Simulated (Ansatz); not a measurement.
Frontier orbitals of `[SiH3][O][Al]([Cl])[Cl]`.

Total charge 0; spin multiplicity 1. All single points use the PBE0-D4/def2-TZVP geometry. It is one conformer, not always the lowest. Basis def2-TZVPP, the Gaussian-basis code of Ansatz.

Orbital energies of one run (eV). Highest occupied ones, from the top: -8.99, -9.16, -9.47, -9.66, -9.92, -10.06, -10.78, -11.42, -11.59, -11.90, -13.03, -15.99, -22.90, -23.19. Empty: -1.11, -0.57, 0.57, 1.67, 1.68, 1.77.

(1) Which functional gave them?
A. PBE0
B. revPBE
C. r2SCAN
D. ωB97M-V

Results:

(1) A. HOMO energies: PBE0 -8.99, r2SCAN -7.92, ωB97M-V -11.27, revPBE -7.51 eV.
